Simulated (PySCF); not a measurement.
C3H6O2Si. Atoms are numbered in the order given.

```xyz
12

C     -2.6649     0.4027    -0.1128
C     -1.6061     1.1940    -0.2804
O     -0.2688     0.8869    -0.1997
C      0.2219    -0.3428     0.0789
O     -0.4462    -1.3172     0.2902
Si     2.1496    -0.3777     0.1025
H     -3.6505     0.8592    -0.2239
H     -2.5900    -0.6556     0.1248
H     -1.7027     2.2559    -0.5189
H      2.5554    -0.8529     1.4552
H      2.5750    -1.3640    -0.9303
H      2.7328     0.9634    -0.1803
```
Charge 0, spin multiplicity 1.

Geometry optimised at PBE0-D3(BJ)/def2-SVP. Other conformers were not sampled.

The numbers are results of PySCF with PBE/def2-TZVP, not measurements.

ESP charges are fitted to the potential on shells at 1.4 to 2.0 van der Waals radii. Atomic charges (e):

```json
[
 {"atom": "C1", "ESP fit": "-0.59", "IAO": "-0.36", "Löwdin": "-0.22"},
 {"atom": "C2", "ESP fit": "0.17", "IAO": "0.03", "Löwdin": "-0.29"},
 {"atom": "O3", "ESP fit": "-0.34", "IAO": "-0.27", "Löwdin": "0.32"},
 {"atom": "C4", "ESP fit": "0.65", "IAO": "0.26", "Löwdin": "-0.60"},
 {"atom": "O5", "ESP fit": "-0.47", "IAO": "-0.40", "Löwdin": "0.15"},
 {"atom": "Si6", "ESP fit": "0.01", "IAO": "0.51", "Löwdin": "0.29"},
 {"atom": "H7", "ESP fit": "0.20", "IAO": "0.16", "Löwdin": "0.13"},
 {"atom": "H8", "ESP fit": "0.28", "IAO": "0.18", "Löwdin": "0.13"},
 {"atom": "H9", "ESP fit": "0.12", "IAO": "0.16", "Löwdin": "0.14"},
 {"atom": "H10", "ESP fit": "-0.01", "IAO": "-0.09", "Löwdin": "-0.02"},
 {"atom": "H11", "ESP fit": "-0.01", "IAO": "-0.09", "Löwdin": "-0.02"},
 {"atom": "H12", "ESP fit": "-0.01", "IAO": "-0.10", "Löwdin": "-0.03"}
]
```

**Question.** Give the Mayer and Wiberg (Löwdin basis) orders of the bonds. (The exact figures need the calculation; the answer reports its results.)

**Answer.** 
```
bond     Mayer  Wiberg
-------  -----  ------
C1–C2     1.90    2.19
C2–O3     1.04    1.51
O3–C4     1.10    1.66
C4–O5     1.98    2.70
C4–Si6    0.93    1.06
C1–H7     0.94    0.87
C1–H8     0.93    0.88
C2–H9     0.96    0.85
Si6–H10   0.94    0.95
Si6–H11   0.94    0.95
Si6–H12   0.94    0.96
```
